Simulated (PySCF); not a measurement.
Computed shifts of a molecule C3H6BFN2, PBE/pcSseg-1 (PySCF), GIAO, gas phase, equivalent atoms averaged, in ppm (number of nuclei): ¹⁵N: 93.1 (1), 37.9 (1). ¹³C: 107.5 (1), 88.2 (1), 41.2 (1). ¹⁹F: -131.6 (1). ¹H: 4.43 (1), 3.94 (1), 3.27 (1), 3.19 (1), 0.31 (2). References: ¹⁵N against NH3 (σ = 267.0 ppm); ¹³C against TMS (σ = 182.0 ppm); ¹¹B against BF3 (σ = 83.9 ppm); ¹⁹F against CFCl3 (σ = 133.6 ppm); ¹H against TMS (σ = 31.49 ppm), references at their B3LYP-D3(BJ)/def2-TZVP geometries, non-relativistic. Geometry: ωB97X-D3(BJ)/def2-SVP. The values are those of a single conformer.

Task: Which molecule gave these data?
A. CC1=N[C@H](F)B1N
B. CNB(F)CC#N
C. NCC#CB(N)F
D. C=C=C(N)B(N)F

Result: C, NCC#CB(N)F
